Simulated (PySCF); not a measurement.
**C₆ coefficients of unlike pairs at PBE0**

Calculated with PySCF 2.14 from the dipole response of each species, C₆(A,B) = (3/π) ∫ α_A(iu) α_B(iu) du, in atomic units, from isotropic polarisabilities. For ions this is the dispersion term alone; charge-induced terms of lower order in 1/R come first.

```tsv
species	configuration	basis	relativity	α (bohr³)	C₆ (like pair)
Sc²⁺	[Ar] 3d1 (2D)	aug-cc-pwCVTZ-DK with one added diffuse shell each of s, p, d, f, g type (11s10p8d5f4g)	spin-free X2C	4.878	14.42
Al³⁺	[Ne] (1S)	aug-cc-pCVTZ-DK with one added diffuse shell each of s, p, d, f type (9s8p6d4f)	spin-free X2C	0.2404	0.2128
C⁺	[He] 2s2 2p1 (2P)	aug-cc-pCVTZ-DK with one added diffuse shell each of s, p, d, f type (8s7p5d3f)	spin-free X2C	6.067	14.54
Xe⁺	[Kr] 4d10 5s2 5p5 (2P)	aug-cc-pwCVTZ-DK3 (10s9p7d4f1g)	spin-free X2C	18.08	157.8
```

(1) Estimate C₆ for C⁺ with Al³⁺.

No spin-orbit coupling is included.

The other pairs:

| pair | C₆ |
| --- | --- |
| Xe⁺, C⁺ | 47.67 |
| Xe⁺, Sc²⁺ | 46.73 |
| Xe⁺, Al³⁺ | 4.009 |
| C⁺, Sc²⁺ | 13.90 |
| Al³⁺, Sc²⁺ | 1.397 |

Results:

(1) The integral gives 1.114. The combination rule 2 C_A C_B / (C_A α_B/α_A + C_B α_A/α_B) gives 1.041 and the geometric mean 1.759.
